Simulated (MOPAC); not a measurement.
Input for MOPAC: AM1 on BH4NO2 (SMILES NB(O)O), a point of a torsion scan.

```
AM1 1SCF PRECISE CHARGE=0 THREADS=1
BH4NO2

N      1.19278427 1    -0.06213146 1     0.04514524 1
B     -0.20579356 1     0.03108690 1    -0.15756058 1
O     -0.85837667 1     1.23154599 1    -0.27134544 1
O     -0.91154697 1    -1.11716828 1    -0.34703424 1
H      1.72364128 1     0.63740777 1     0.53166518 1
H      1.60327081 1    -0.97475416 1     0.13198973 1
H     -0.30367431 1     2.00283819 1    -0.17873209 1
H     -1.82629953 1    -0.94985905 1    -0.57041507 1
```

Program output:

```
*******************************************************************************
 **                                                                           **
 **                              MOPAC v23.2.5                                **
 **                                                                           **
 *******************************************************************************
 ** MOPAC's Digital Object Identifier: https://doi.org/10.5281/zenodo.6511958 **
 **                                                                           **
 ** Please cite the open-source release paper for use of this MOPAC version:  **
 ** J. E. Moussa and J. J. P. Stewart (2026)                                  **
 ** MOPAC: An open-source semiempirical molecular orbital program             **
 ** J. Open Source Softw., 11(119), 8025, https://doi.org/10.21105/joss.08025 **
 *******************************************************************************

                              AM1 CALCULATION RESULTS

 *******************************************************************************
 *  AM1        - The AM1 Hamiltonian to be used
 *
 *
 *
 *                 CHARGE ON SYSTEM = 0
 *
 *
 *
 *  PRECISE    - TIGHTER CRITERIA TO BE USED
 *  1SCF       - DO 1 SCF AND THEN STOP
 *  THREADS=1  - MULTI-THREADING NOT USED
 *  T=         - A TIME OF 172800.0 SECONDS REQUESTED
 *  DUMP=N     - RESTART FILE WRITTEN EVERY 7200.0 SECONDS REQUESTED
 *******************************************************************************
AM1 1SCF PRECISE CHARGE=0 THREADS=1
 BH4NO2

   ATOM   CHEMICAL          X               Y               Z
  NUMBER   SYMBOL      (ANGSTROMS)     (ANGSTROMS)     (ANGSTROMS)

     1       N          1.19278427  *  -0.06213146  *   0.04514524  *
     2       B         -0.20579356  *   0.03108690  *  -0.15756058  *
     3       O         -0.85837667  *   1.23154599  *  -0.27134544  *
     4       O         -0.91154697  *  -1.11716828  *  -0.34703424  *
     5       H          1.72364128  *   0.63740777  *   0.53166518  *
     6       H          1.60327081  *  -0.97475416  *   0.13198973  *
     7       H         -0.30367431  *   2.00283819  *  -0.17873209  *
     8       H         -1.82629953  *  -0.94985905  *  -0.57041507  *



          CARTESIAN COORDINATES

    NO.       ATOM           X           Y           Z

     1         N          1.1928     -0.0621      0.0451
     2         B         -0.2058      0.0311     -0.1576
     3         O         -0.8584      1.2315     -0.2713
     4         O         -0.9115     -1.1172     -0.3470
     5         H          1.7236      0.6374      0.5317
     6         H          1.6033     -0.9748      0.1320
     7         H         -0.3037      2.0028     -0.1787
     8         H         -1.8263     -0.9499     -0.5704

  H: (AM1): M.J.S. DEWAR ET AL, J. AM. CHEM. SOC. 107 3902-3909 (1985)
  B: (AM1): M.J.S. DEWAR ET AL, ORGANOMETALLICS, 7, 513-521 (1988)
  N: (AM1): M.J.S. DEWAR ET AL, J. AM. CHEM. SOC. 107 3902-3909 (1985)
  O: (AM1): M.J.S. DEWAR ET AL, J. AM. CHEM. SOC. 107 3902-3909 (1985)

           Empirical Formula: H4 N O2 B  =     8 atoms



      MOLECULAR POINT GROUP   :   C1


      RHF CALCULATION, NO. OF DOUBLY OCCUPIED LEVELS = 12


 -------------------------------------------------------------------------------
 AM1 1SCF PRECISE CHARGE=0 THREADS=1
 BH4NO2



     1SCF WAS SPECIFIED, SO BFGS WAS NOT USED
     SCF FIELD WAS ACHIEVED


                              AM1 CALCULATION
                                                       MOPAC v23.2.5 Linux




          FINAL HEAT OF FORMATION =       -186.27677 KCAL/MOL =    -779.38202 KJ/MOL


          COSMO AREA              =         90.57 SQUARE ANGSTROMS
          COSMO VOLUME            =         72.03 CUBIC ANGSTROMS

          IONIZATION POTENTIAL    =         10.405086 EV
          HOMO LUMO ENERGIES (EV) =        -10.405  2.295
          NO. OF FILLED LEVELS    =         12
          MOLECULAR WEIGHT        =         60.8471         POINT GROUP:  C1

          MOLECULAR DIMENSIONS (Angstroms)

            Atom       Atom       Distance
            H     8    H     5     4.04179
            H     7    H     6     3.50009
            H     5    N     1     0.27659


          SCF CALCULATIONS        =          1





   ATOM   CHEMICAL          X               Y               Z
  NUMBER   SYMBOL      (ANGSTROMS)     (ANGSTROMS)     (ANGSTROMS)

     1       N          1.19278427  *  -0.06213146  *   0.04514524  *
     2       B         -0.20579356  *   0.03108690  *  -0.15756058  *
     3       O         -0.85837667  *   1.23154599  *  -0.27134544  *
     4       O         -0.91154697  *  -1.11716828  *  -0.34703424  *
     5       H          1.72364128  *   0.63740777  *   0.53166518  *
     6       H          1.60327081  *  -0.97475416  *   0.13198973  *
     7       H         -0.30367431  *   2.00283819  *  -0.17873209  *
     8       H         -1.82629953  *  -0.94985905  *  -0.57041507  *

                             CARTESIAN COORDINATES

   1    N        1.192784270    -0.062131460     0.045145240
   2    B       -0.205793560     0.031086900    -0.157560580
   3    O       -0.858376670     1.231545990    -0.271345440
   4    O       -0.911546970    -1.117168280    -0.347034240
   5    H        1.723641280     0.637407770     0.531665180
   6    H        1.603270810    -0.974754160     0.131989730
   7    H       -0.303674310     2.002838190    -0.178732090
   8    H       -1.826299530    -0.949859050    -0.570415070


           Empirical Formula: H4 N O2 B  =     8 atoms



      MOLECULAR POINT GROUP   :   C1


                  EIGENVALUES
 -38.08740 -36.45839 -32.89837 -21.47743 -19.28995 -17.52292 -15.95274 -14.61067
 -14.30813 -13.47055 -12.35008 -10.40509   2.29479   3.42859   4.18547   4.77681
   5.76251   6.00788   7.89142   8.43269


              NET ATOMIC CHARGES AND DIPOLE CONTRIBUTIONS

  ATOM NO.   TYPE          CHARGE      No. of ELECS.   s-Pop       p-Pop
    1          N          -0.450289        5.4503     1.47857     3.97171
    2          B           0.244346        2.7557     1.06934     1.68632
    3          O          -0.353560        6.3536     1.83519     4.51837
    4          O          -0.307076        6.3071     1.83650     4.47058
    5          H           0.195607        0.8044     0.80439
    6          H           0.199799        0.8002     0.80020
    7          H           0.233507        0.7665     0.76649
    8          H           0.237667        0.7623     0.76233
 DIPOLE           X         Y         Z       TOTAL
 POINT-CHG.     0.713     0.553     0.465     1.015
 HYBRID         0.289     0.503     0.519     0.778
 SUM            1.003     1.056     0.983     1.757


          ATOMIC ORBITAL ELECTRON POPULATIONS

     Atom    s        px        py        pz
    1  N   1.47857   1.14721   1.13236   1.69214
    2  B   1.06934   0.63054   0.62579   0.42999
    3  O   1.83519   1.45287   1.20543   1.86007
    4  O   1.83650   1.26589   1.37942   1.82527
    5  H   0.80439
    6  H   0.80020
    7  H   0.76649
    8  H   0.76233

 **********************
 *                    *
 * JOB ENDED NORMALLY *
 *                    *
 **********************




 == MOPAC DONE ==
```

The run finished.

Cost: around 0.03 core-seconds (rough).
